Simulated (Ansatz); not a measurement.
Geometry optimisation, RKS PBE0/def2-SVP (Ansatz).

Input file:

```yaml
crystal:
  periodic: [false, false, false]
  atoms:
    - { symbol: Si, position_ang: [0.0, 0.0, 0.0] }
    - { symbol: F, position_ang: [0.0, 0.0, 1.59] }
    - { symbol: Si, position_ang: [2.0935, 0.0, -0.7393] }
    - { symbol: H, position_ang: [2.5508, -1.3762, -0.9079] }
    - { symbol: H, position_ang: [2.1573, 0.6939, -2.0222] }
    - { symbol: H, position_ang: [2.951, 0.6823, 0.2255] }
    - { symbol: O, position_ang: [-0.7913, 1.3709, -0.5594] }
    - { symbol: C, position_ang: [-2.1512, 1.4177, -0.9653] }
    - { symbol: H, position_ang: [-2.7687, 0.8215, -0.2614] }
    - { symbol: H, position_ang: [-2.5023, 2.4707, -0.9639] }
    - { symbol: H, position_ang: [-2.2473, 0.9975, -1.9882] }
    - { symbol: H, position_ang: [-0.6877, -1.1914, -0.4862] }
basis:
  gaussian: { orbitals: def2-SVP }
hamiltonian:
  xc: pbe0
relax:
  f_tol: 0.02
  max_steps: 40
```

Run as:

```bash
$ ansatz run input.yaml --threads 2 --pin off --max-ram 3072MiB --backend cpu --events-out ev --progress --plain --runs-dir out
```

Where does it end, and by what steps?

The run converged. The force dipped under the threshold on the way, but the program's further checks kept it going. After 19 steps the energy has fallen by 0.298 eV; H9 moved furthest, 0.97 Å.

| step | energy less start (eV) | largest force component (eV/Å) | accepted |
| --- | --- | --- | --- |
| 0 | 0.0000 | 1.389 | yes |
| 1 | -0.2075 | 0.799 | yes |
| 2 | -0.2317 | 0.382 | yes |
| 3 | -0.2533 | 0.176 | yes |
| 4 | -0.2594 | 0.099 | yes |
| 5 | -0.2632 | 0.436 | yes |
| 6 | -0.2756 | 0.305 | yes |
| 7 | -0.2858 | 0.097 | yes |
| 8 | -0.2816 | 0.446 | no |
| 9 | -0.2853 | 0.287 | no |
| 10 | -0.2886 | 0.067 | yes |
| 11 | -0.2917 | 0.113 | yes |
| 12 | -0.2934 | 0.158 | yes |
| 13 | -0.2949 | 0.113 | yes |
| 14 | -0.2969 | 0.014 | yes |
| 15 | -0.2975 | 0.042 | yes |
| 16 | -0.2977 | 0.083 | yes |
| 17 | -0.2980 | 0.034 | yes |
| 18 | -0.2982 | 0.010 | yes |
| 19 | -0.2983 | 0.017 | yes |

```xyz
12
Properties=species:S:1:pos:R:3
Si -0.087 -0.206 -0.338
F -0.348 -0.580 1.228
Si 2.208 0.048 -0.696
H 2.933 -1.204 -0.317
H 2.461 0.331 -2.142
H 2.722 1.182 0.129
O -0.777 1.251 -0.692
C -2.154 1.524 -0.764
H -2.593 1.635 0.242
H -2.300 2.468 -1.310
H -2.707 0.729 -1.298
H -0.754 -1.290 -1.121
```

Whether the end is a true minimum wasn't checked by a vibrational analysis.

Run time: 2.9 min on 2 threads of Intel(R) Xeon(R) Processor @ 2.50GHz (Skylake/Cascade Lake), on a shared host, peak memory 0.26 GiB.
